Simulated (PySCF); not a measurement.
Cl$_{5}$Ta, singlet, at a GFN2-xTB geometry (such geometries of metal compounds can be far from the true shape) (core potentials on Ta); DF-B3LYP/def2-SV(P) in PySCF.

Input for PySCF:
```python
from pyscf import gto, scf, dft

mol = gto.M(
    atom='''
Ta   -0.000000    0.000000    0.000000
Cl    1.598611   -0.605869    1.553475
Cl   -1.598611    0.605869   -1.553475
Cl    0.280325    2.170207    0.557931
Cl    1.250524   -0.913981   -1.643319
Cl   -1.530849   -1.256226    1.085388
''',
    basis='def2-sv(p)',
    ecp={'Ta': 'def2-sv(p)'},
    charge=0,
    spin=0,
    verbose=4,
)

mf = dft.RKS(mol)
mf.xc = 'b3lyp'
mf = mf.density_fit(auxbasis='def2-universal-jkfit')
mf.kernel()
```

What the program printed (banner, timings and long lists left out):

```
PySCF version 2.14.0

[INPUT] verbose = 4
[INPUT] num. atoms = 6
[INPUT] num. electrons = 98
[INPUT] charge = 0
[INPUT] spin (= nelec alpha-beta = 2S) = 0
[INPUT] symmetry False subgroup None
[INPUT] Mole.unit = angstrom
[INPUT] Symbol           X                Y                Z      unit          X                Y                Z       unit  Magmom
[INPUT]  1 Ta     0.000000000000   0.000000000000   0.000000000000 AA    0.000000000000   0.000000000000   0.000000000000 Bohr   0.0
[INPUT]  2 Cl     1.598611000000  -0.605869000000   1.553475000000 AA    3.020936969717  -1.144926477364   2.935642291359 Bohr   0.0
[INPUT]  3 Cl    -1.598611000000   0.605869000000  -1.553475000000 AA   -3.020936969717   1.144926477364  -2.935642291359 Bohr   0.0
[INPUT]  4 Cl     0.280325000000   2.170207000000   0.557931000000 AA    0.529737475869   4.101096863614   1.054336786405 Bohr   0.0
[INPUT]  5 Cl     1.250524000000  -0.913981000000  -1.643319000000 AA    2.363147872196  -1.727173773056  -3.105422845294 Bohr   0.0
[INPUT]  6 Cl    -1.530849000000  -1.256226000000   1.085388000000 AA   -2.892885348064  -2.373923090558   2.051086058889 Bohr   0.0

nuclear repulsion = 691.065398487649
number of shells = 51
number of NR pGTOs = 230
number of NR cGTOs = 115
basis = def2-sv(p)
ecp = {'Ta': 'def2-sv(p)'}

******** <class 'pyscf.df.df_jk.DFRKS'> ********
method = DFRKS
initial guess = minao
damping factor = 0
level_shift factor = 0
DIIS = <class 'pyscf.scf.diis.CDIIS'>
diis_start_cycle = 1
diis_space = 8
diis_damp = 0
SCF conv_tol = 1e-09
SCF conv_tol_grad = None
SCF max_cycles = 50
direct_scf = False
XC library pyscf.dft.libxc version 7.1.2
    S. Lehtola, C. Steigemann, M. J. T. Oliveira, and M. A. L. Marques,  SoftwareX 7, 1–5 (2018)
XC functionals = b3lyp
    P. J. Stephens, F. J. Devlin, C. F. Chabalowski, and M. J. Frisch,  J. Phys. Chem. 98, 11623 (1994)
radial grids:
    Treutler-Ahlrichs [JCP 102, 346 (1995); DOI:10.1063/1.469408] (M4) radial grids

becke partition: Becke, JCP 88, 2547 (1988); DOI:10.1063/1.454033
pruning grids: <function nwchem_prune>
grids dens level: 3
symmetrized grids: False
atomic radii adjust function: <function treutler_atomic_radii_adjust>
small_rho_cutoff = 0
Set gradient conv threshold to 3.16228e-05
Initial guess from minao.
tot grids = 118408
******** <class 'pyscf.df.df.DF'> ********
auxbasis = def2-universal-jkfit
init E= -2345.22969105993
  HOMO = -0.507641397200851  LUMO = -0.418750605715529  gap/eV = 2.41884
cycle= 1 E= -2357.31352808405  delta_E= -12.1  |g|= 1.16  |ddm|= 8.03
  HOMO = -0.264286103873221  LUMO = 0.0520103099804404  gap/eV = 8.60686
cycle= 2 E= -2356.64689714868  delta_E= 0.667  |g|= 1.74  |ddm|= 3.05
  HOMO = -0.31195723113146  LUMO = -0.142802714218493  gap/eV = 4.60293
cycle= 3 E= -2357.64137753446  delta_E= -0.994  |g|= 0.231  |ddm|= 2.21
  HOMO = -0.333759012782441  LUMO = -0.152342206805224  gap/eV = 4.93660
cycle= 4 E= -2357.65426740172  delta_E= -0.0129  |g|= 0.0548  |ddm|= 0.313
  HOMO = -0.326180693425513  LUMO = -0.145066951199324  gap/eV = 4.92836
cycle= 5 E= -2357.65480519058  delta_E= -0.000538  |g|= 0.0285  |ddm|= 0.103
  HOMO = -0.326788650394102  LUMO = -0.144107404624244  gap/eV = 4.97101
cycle= 6 E= -2357.65505713337  delta_E= -0.000252  |g|= 0.0045  |ddm|= 0.044
  HOMO = -0.326891238455804  LUMO = -0.144047161394655  gap/eV = 4.97544
cycle= 7 E= -2357.65506274287  delta_E= -5.61e-06  |g|= 0.00142  |ddm|= 0.00606
  HOMO = -0.326852938547226  LUMO = -0.144114827289638  gap/eV = 4.97256
cycle= 8 E= -2357.65506328579  delta_E= -5.43e-07  |g|= 0.000181  |ddm|= 0.00133
  HOMO = -0.326856134399947  LUMO = -0.144127674039047  gap/eV = 4.97229
cycle= 9 E= -2357.65506329506  delta_E= -9.27e-09  |g|= 1.31e-05  |ddm|= 0.000201
  HOMO = -0.326855863884554  LUMO = -0.144128361922944  gap/eV = 4.97227
cycle= 10 E= -2357.65506329512  delta_E= -5.55e-11  |g|= 3.75e-06  |ddm|= 1.95e-05
  HOMO = -0.326855835776412  LUMO = -0.144127747475166  gap/eV = 4.97228
Extra cycle  E= -2357.6550632951  delta_E= 1.23e-11  |g|= 7.74e-06  |ddm|= 1.44e-05
converged SCF energy = -2357.6550632951
```
